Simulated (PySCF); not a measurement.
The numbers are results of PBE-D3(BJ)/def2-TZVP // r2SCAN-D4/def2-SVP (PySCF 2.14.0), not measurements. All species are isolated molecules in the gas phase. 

Reference species: [Zn(Cl)(F)] (neutral, multiplicity 1).

- dipole moment: 0.58 D

Changed species: [Zn(Cl)(Br)] (Y = Br; the reference has Y = F).

Problem. What does the change do to the dipole moment?

Solution. the dipole moment falls by 0.23 D, to 0.35 D.
